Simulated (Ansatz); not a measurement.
Computed with Ansatz on PBE0-D4/def2-TZVP structures; ΔE is electronic, products minus reactants. CBS: MP2 limit from def2 TZ/QZ plus the TZ coupled-cluster correction, frozen cores. This one scheme is used for every species. DFT in def2-TZVPP. B3LYP here is the variant with VWN-RPA as its local correlation; programs differ in this. HSE06 is defined as in plane-wave codes. Each species was taken in one conformer, which may not be the lowest.

Reaction (hydrogenolysis of a C–C bond): `CC(C)(C)c1ccccc1C(=O)O` + H₂ → `O=C(O)c1ccccc1` + `CC(C)C`

```json
{"level": "PBE0-D4", "ΔE (kcal/mol)": "-20.8"}
{"level": "B3LYP-D4", "ΔE (kcal/mol)": "-21.1"}
{"level": "r2SCANh-D4", "ΔE (kcal/mol)": "-20.9"}
{"level": "HSE06-D4", "ΔE (kcal/mol)": "-21.1"}
{"level": "B3LYP", "ΔE (kcal/mol)": "-29.5"}
{"level": "r2SCAN0", "ΔE (kcal/mol)": "-23.8"}
{"level": "SCS-MP2/def2-QZVPP", "ΔE (kcal/mol)": "-18.7"}
{"level": "MP2/CBS(def2)", "ΔE (kcal/mol)": "-15.3"}
```

(1) What does CCSD(T)/CBS give? (Estimate.)

Largest T1 diagnostic among the species: 0.014.

Answers

(1) Computed: -18.7 kcal/mol. The listed levels differ from it by -2.1, -2.4, -2.2, -2.4, -10.8, -5.1, 0.0, 3.4 kcal/mol.

In def2-TZVPP, CCSD(T) changes the Hartree–Fock value by +17.0 kcal/mol (the triples alone add +3.2 kcal/mol) and MP2 by +20.4 kcal/mol. From PBE to PBE0 (25 % exact exchange), in def2-TZVPP and without D4, ΔE moves by −0.7 kcal/mol.

CCSD(T)/CBS has its own doubt, a few kJ/mol and more with outer-core shells, so smaller differences from it don't rank the levels.
